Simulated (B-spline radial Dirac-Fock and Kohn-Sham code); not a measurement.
## Ag⁵⁺: non-radiative channels of the K vacancy

System: silver as Ag⁵⁺, [Kr] 4d6.

The computed values come from a B-spline atomic structure program: a relativistic independent-particle model: LDA orbitals of the hole state, radiative multipoles to third order, Auger rates from the Coulomb interaction with a continuum orbital, Dirac-Fock energies. Kinetic energies are configuration averages from the vacuum level; the two-hole energies are estimated from single-hole states. The rates lack the Breit term, which in heavy atoms raises K-L1L1 and K-L1L2.

```csv
transition,kinetic energy (eV),width (meV),share (%)
K-L1L1,17669.7,69.9,6.2
K-L1L2,17965.1,87.4,7.8
K-L1L3,18140.7,129,11.5
K-L2L3,18403.4,316,28.1
K-L3L3,18577.0,160,14.3
K-L1M1,20835.8,23.6,2.1
K-L1M3,20979.2,23.1,2.1
K-L2M3,21265.1,47.9,4.3
K-L3M2,21405.5,46.8,4.2
K-L3M3,21439.8,49.4,4.4
```

The listed channels hold 85 % of the non-radiative rate. Summed by principal shells, of 1.12 eV in all: KLL 69.2 %, KLM 23.9 %, KLN 4.2 %, KMM 2.0 %, KMN 0.7 %.
